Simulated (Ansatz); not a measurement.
A structure relaxed at PBE0-D4/def2-TZVP, charge 0, multiplicity 1:

Cartesian coordinates in Å:
```
C 1.4317 -2.3678 -0.9027
O 1.4201 -0.9557 -0.9221
Sn 0.0002 -0.0003 -0.0001
O -1.7613 -0.4865 -0.6629
C -2.0658 -0.2932 -2.0284
O 0.4066 1.8754 -0.3088
C -0.4402 2.8665 0.2344
O -0.0646 -0.4347 1.8936
C 1.0743 -0.2054 2.6967
H 2.3025 -2.6991 -1.4739
H 1.5178 -2.7709 0.1138
H 0.5362 -2.7992 -1.3665
H -1.4149 -0.8796 -2.6884
H -3.0956 -0.6228 -2.1873
H -1.9955 0.7599 -2.3271
H -0.0364 3.8404 -0.0536
H -0.4819 2.8257 1.3297
H -1.4654 2.7961 -0.1493
H 1.3597 0.8533 2.7240
H 0.8287 -0.5169 3.7151
H 1.9439 -0.7852 2.3638
```

Q: Give its formula and SMILES.

A: C4H12O4Sn, `C[O][Sn]([O]C)([O]C)[O]C`.

Q: Point group (tolerance 0.08 Å, 0.16 Å for H)?

A: D2d.

Q: Summarise the bond lengths by kind.

A: 4 × C–O 1.412 Å; 12 × C–H 1.093 to 1.097 Å; 4 × O–Sn 1.944 Å.

All numbers were calculated with Ansatz.
